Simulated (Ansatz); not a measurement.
C$_{3}$H$_{5}$AlF$_{2}$, SMILES `F[CH2][Al]1[CH2][CH]1F` at its PBE0-D4/def2-TZVP geometry, where that method's forces vanish. Charge 0, multiplicity 1.

```json
{"atom": "F1", "x (Å)": "2.590", "y (Å)": "0.504", "z (Å)": "1.633"}
{"atom": "C2", "x (Å)": "2.229", "y (Å)": "0.029", "z (Å)": "0.376"}
{"atom": "Al3", "x (Å)": "0.265", "y (Å)": "-0.070", "z (Å)": "0.160"}
{"atom": "C4", "x (Å)": "-1.254", "y (Å)": "-0.261", "z (Å)": "-0.995"}
{"atom": "C5", "x (Å)": "-1.627", "y (Å)": "0.070", "z (Å)": "0.466"}
{"atom": "F6", "x (Å)": "-2.459", "y (Å)": "1.155", "z (Å)": "0.661"}
{"atom": "H7", "x (Å)": "2.669", "y (Å)": "0.691", "z (Å)": "-0.380"}
{"atom": "H8", "x (Å)": "2.691", "y (Å)": "-0.955", "z (Å)": "0.236"}
{"atom": "H9", "x (Å)": "-1.217", "y (Å)": "0.661", "z (Å)": "-1.592"}
{"atom": "H10", "x (Å)": "-1.818", "y (Å)": "-1.023", "z (Å)": "-1.526"}
{"atom": "H11", "x (Å)": "-2.069", "y (Å)": "-0.800", "z (Å)": "0.962"}
```

Problem. For each bond, give half the difference of the two atoms' forces along it (eV/Å; positive pushes the atoms apart) under PBE-D4, r2SCAN-D4, B3LYP-D4, ωB97M-V in def2-TZVPP. (Best estimate.)

Solution. Computed: 
```
  bond  length (Å)  PBE-D4  r2SCAN-D4  B3LYP-D4  ωB97M-V
 F1–C2       1.392    0.49       0.37      0.43     0.32
C2–Al3       1.978   -0.20      -0.10     -0.07    -0.05
 C2–H7       1.097    0.08      -0.05     -0.12    -0.11
 C2–H8       1.097    0.09      -0.05     -0.12    -0.11
Al3–C4       1.917    0.16       0.06      0.11     0.04
Al3–C5       1.922    0.04      -0.06     -0.05    -0.11
 C4–C5       1.544   -0.01       0.05      0.15     0.14
 C4–H9       1.100    0.10      -0.02     -0.11    -0.07
C4–H10       1.088    0.07      -0.04     -0.10    -0.11
 C5–F6       1.381    0.45       0.33      0.38     0.30
C5–H11       1.094    0.06      -0.08     -0.19    -0.16
```

B3LYP here is the variant with VWN-RPA as its local correlation; programs differ in this.
